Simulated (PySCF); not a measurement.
Point-charge models of `CC[Si]1(C)C[SiH2]C1` against its computed dipole.

Coordinates (GFN2-xTB, Å) and charges (e) from the PBE0/pcSseg-1 density (PySCF):

```
atom       x       y       z  Mulliken      IAO  Hirshfeld  ESP-fitted
  C1  -1.608  -1.791   0.435   -0.2854  -0.4073    -0.1165     -0.2876
  C2  -1.787  -0.293   0.225   -0.5764  -0.5355    -0.1575     -0.0756
 Si3  -0.133   0.624  -0.034   +1.0210  +1.0581    +0.4063     +0.8371
  C4  -0.451   2.475  -0.332   -0.6123  -0.7189    -0.2149     -0.9108
  C5   1.183   0.228   1.316   -0.8407  -0.8431    -0.2639     -0.7261
 Si6   2.252  -0.764   0.071   +0.6436  +0.7552    +0.3354     +0.6181
  C7   1.036  -0.222  -1.310   -0.8413  -0.8423    -0.2635     -0.7168
  H8  -0.981  -1.984   1.301   +0.1180  +0.1349    +0.0382     +0.0780
  H9  -1.133  -2.244  -0.431   +0.1171  +0.1352    +0.0382     +0.0776
 H10  -2.568  -2.281   0.591   +0.1161  +0.1407    +0.0395     +0.0782
 H11  -2.307   0.128   1.087   +0.1361  +0.1432    +0.0370     +0.0203
 H12  -2.437  -0.130  -0.636   +0.1353  +0.1427    +0.0368     +0.0208
 H13  -0.872   2.949   0.549   +0.1373  +0.1555    +0.0417     +0.2011
 H14   0.472   2.989  -0.575   +0.1351  +0.1544    +0.0411     +0.2436
 H15  -1.143   2.629  -1.153   +0.1356  +0.1551    +0.0414     +0.1978
 H16   0.826  -0.339   2.171   +0.1572  +0.1534    +0.0288     +0.1450
 H17   1.684   1.105   1.717   +0.1566  +0.1579    +0.0320     +0.1711
 H18   2.256  -2.208   0.318   -0.0824  -0.1255    -0.0804     -0.1439
 H19   3.628  -0.286  -0.087   -0.0845  -0.1246    -0.0811     -0.1369
 H20   0.601  -1.034  -1.885   +0.1573  +0.1534    +0.0287     +0.1419
 H21   1.473   0.465  -2.029   +0.1566  +0.1578    +0.0321     +0.1670
```

**Question.** What dipole does each set of charges give (1 e·Å = 4.803 D), and what does the density give?

**Answer.** The full density gives (-0.74, 0.45, -0.04) D, 0.87 D in size; dipole vectors point from the negative to the positive end.

```
    scheme     μx     μy     μz  size (D)  share of the full size (%)  angle to the full dipole (°)
  Mulliken   0.18  -0.26   0.04      0.32                          37                           155
       IAO   0.20  -0.14   0.01      0.24                          28                           177
 Hirshfeld  -0.35   0.16  -0.01      0.39                          45                             7
ESP-fitted  -0.70   0.43  -0.04      0.82                          94                             0
```

**Question.** Which set comes closest?

**Answer.** Length of the difference vector: ESP-fitted 0.05 D, Hirshfeld 0.49 D, IAO 1.12 D, Mulliken 1.17 D. Closest: ESP-fitted. 

**Question.** What is left for the Hirshfeld atoms' own dipoles?

**Answer.** The Hirshfeld atoms' densities add up to the full density, so μ = Σ q r + Σ (atomic dipoles). The atomic dipoles sum to (-0.74, 0.45, -0.04) − (-0.35, 0.16, -0.01) = (-0.39, 0.29, -0.03) D, 0.49 D in size.

**Question.** With the origin at the mean of the coordinates, (0.000, 0.001, 0.062) Å, which are the largest single terms, by size, of the ESP-fitted dipole along the direction of the full one?

**Answer.** C4 -7.36, Si6 -6.89, C5 +3.31, C7 +3.24, H15 +2.27 D; all 21 atoms together +0.82 D. The single terms depend on the origin, their sum doesn't.

**Question.** Give the size of the full dipole in other units.

**Answer.** 0.87 D = 0.343 au = 0.181 e·Å = 2.91 × 10⁻³⁰ C·m.

Geometry: GFN2-xTB, one conformer, isolated molecule.

The values belong to the conformer `[CH3:1][CH2:2][Si:3]1([CH3:4])[CH2:5][SiH2:6][CH2:7]1`: C1–C2–Si3–C4 179°.
